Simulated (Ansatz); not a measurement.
Born–Oppenheimer molecular dynamics of Cl$_{3}$FZr (5 atoms, charge 0, multiplicity 1). It starts from a relaxed structure.

Theory: RKS LDA/def2-SVP in Ansatz.

- ensemble: NVE (velocity Verlet)
- time step: 1 fs
- steps asked: 150
- starting velocities drawn for: 700 K
- seed: 869218

Frames 2 fs apart, positions in Å, forces in eV/Å.

Velocities at 110 fs (Å/ps):

```
Zr -0.32 1.03 1.79
Cl -1.21 -0.49 -1.88
Cl 0.13 -1.75 -1.99
Cl -0.31 4.20 -0.40
F 4.16 -8.58 -0.64
```

```xyz
5
Properties=species:S:1:pos:R:3:forces:R:3 time_fs=110 energy_less_start_eV=0.106 T=428
Zr -0.023 -0.017 -0.024 1.00 1.36 1.19
Cl 0.132 0.026 2.295 -0.18 -0.04 -0.11
Cl 2.189 0.085 -0.638 0.30 -0.13 -0.30
Cl -1.050 1.881 -0.785 -0.24 0.39 -0.14
F -0.990 -1.446 -0.612 -0.88 -1.58 -0.64
5
Properties=species:S:1:pos:R:3:forces:R:3 time_fs=112 energy_less_start_eV=0.073 T=513
Zr -0.024 -0.014 -0.020 0.73 1.02 0.83
Cl 0.129 0.025 2.291 -0.17 -0.03 0.00
Cl 2.189 0.081 -0.642 0.23 -0.12 -0.26
Cl -1.051 1.890 -0.786 -0.18 0.29 -0.10
F -0.982 -1.465 -0.614 -0.60 -1.16 -0.47
5
Properties=species:S:1:pos:R:3:forces:R:3 time_fs=114 energy_less_start_eV=0.046 T=581
Zr -0.024 -0.011 -0.016 0.42 0.62 0.43
Cl 0.126 0.024 2.288 -0.15 -0.03 0.11
Cl 2.190 0.077 -0.647 0.16 -0.11 -0.23
Cl -1.052 1.899 -0.787 -0.13 0.18 -0.05
F -0.976 -1.486 -0.617 -0.30 -0.66 -0.26
5
Properties=species:S:1:pos:R:3:forces:R:3 time_fs=116 energy_less_start_eV=0.033 T=615
Zr -0.024 -0.009 -0.012 0.11 0.20 0.02
Cl 0.123 0.023 2.284 -0.14 -0.02 0.22
Cl 2.191 0.073 -0.651 0.09 -0.10 -0.19
Cl -1.053 1.908 -0.788 -0.07 0.07 0.00
F -0.970 -1.508 -0.620 0.01 -0.15 -0.05
5
Properties=species:S:1:pos:R:3:forces:R:3 time_fs=118 energy_less_start_eV=0.034 T=612
Zr -0.024 -0.005 -0.007 -0.16 -0.20 -0.38
Cl 0.120 0.022 2.280 -0.12 -0.01 0.34
Cl 2.192 0.070 -0.656 0.01 -0.08 -0.15
Cl -1.054 1.917 -0.789 -0.01 -0.04 0.05
F -0.965 -1.531 -0.624 0.28 0.33 0.14
5
Properties=species:S:1:pos:R:3:forces:R:3 time_fs=120 energy_less_start_eV=0.049 T=575
Zr -0.024 -0.002 -0.003 -0.38 -0.53 -0.75
Cl 0.117 0.021 2.277 -0.11 0.00 0.45
Cl 2.193 0.066 -0.661 -0.06 -0.07 -0.11
Cl -1.055 1.926 -0.790 0.04 -0.14 0.09
F -0.958 -1.553 -0.627 0.51 0.75 0.31
5
Properties=species:S:1:pos:R:3:forces:R:3 time_fs=122 energy_less_start_eV=0.072 T=515
Zr -0.024 0.000 0.001 -0.55 -0.80 -1.07
Cl 0.114 0.020 2.275 -0.10 0.01 0.55
Cl 2.194 0.061 -0.666 -0.13 -0.06 -0.07
Cl -1.056 1.935 -0.791 0.09 -0.24 0.14
F -0.951 -1.573 -0.629 0.68 1.10 0.45
5
Properties=species:S:1:pos:R:3:forces:R:3 time_fs=124 energy_less_start_eV=0.098 T=447
Zr -0.024 0.003 0.004 -0.66 -1.00 -1.34
Cl 0.111 0.019 2.273 -0.09 0.01 0.64
Cl 2.195 0.057 -0.672 -0.20 -0.05 -0.03
Cl -1.057 1.944 -0.791 0.14 -0.33 0.18
F -0.942 -1.592 -0.631 0.80 1.37 0.56
5
Properties=species:S:1:pos:R:3:forces:R:3 time_fs=126 energy_less_start_eV=0.122 T=385
Zr -0.025 0.005 0.007 -0.71 -1.13 -1.55
Cl 0.107 0.018 2.272 -0.08 0.02 0.71
Cl 2.195 0.053 -0.677 -0.26 -0.04 0.00
Cl -1.058 1.952 -0.792 0.18 -0.42 0.21
F -0.932 -1.607 -0.631 0.88 1.56 0.63
5
Properties=species:S:1:pos:R:3:forces:R:3 time_fs=128 energy_less_start_eV=0.140 T=340
Zr -0.026 0.006 0.009 -0.72 -1.18 -1.70
Cl 0.103 0.017 2.271 -0.07 0.02 0.75
Cl 2.195 0.049 -0.682 -0.32 -0.03 0.03
Cl -1.059 1.960 -0.792 0.21 -0.49 0.24
F -0.920 -1.620 -0.631 0.90 1.68 0.67
5
Properties=species:S:1:pos:R:3:forces:R:3 time_fs=130 energy_less_start_eV=0.148 T=320
Zr -0.027 0.008 0.011 -0.69 -1.17 -1.77
Cl 0.100 0.015 2.271 -0.07 0.02 0.77
Cl 2.195 0.044 -0.687 -0.37 -0.03 0.06
Cl -1.059 1.967 -0.792 0.24 -0.55 0.26
F -0.906 -1.629 -0.629 0.89 1.73 0.68
5
Properties=species:S:1:pos:R:3:forces:R:3 time_fs=132 energy_less_start_eV=0.145 T=327
Zr -0.028 0.008 0.011 -0.61 -1.08 -1.78
Cl 0.096 0.015 2.272 -0.06 0.02 0.76
Cl 2.195 0.040 -0.693 -0.41 -0.02 0.08
Cl -1.059 1.974 -0.792 0.25 -0.61 0.28
F -0.890 -1.634 -0.625 0.83 1.69 0.66
```

Of the whole run (150 fs, mean temperature of the second half 383 K): The conserved energy stayed within 0.11 meV per atom of its start (net change 0.066 meV per atom), so the integration is sound. Over the second half the temperature averaged 0.55 of the 700 K drawn at the start: a run that starts near a minimum puts about half its kinetic energy into the potential. A run of 0.15 ps of so small a system gives no equilibrium averages.

The run took 2.4 min on 2 threads of AMD EPYC 7R43 64-Core Processor (Zen 3), on a shared host, peak memory 0.16 GiB.
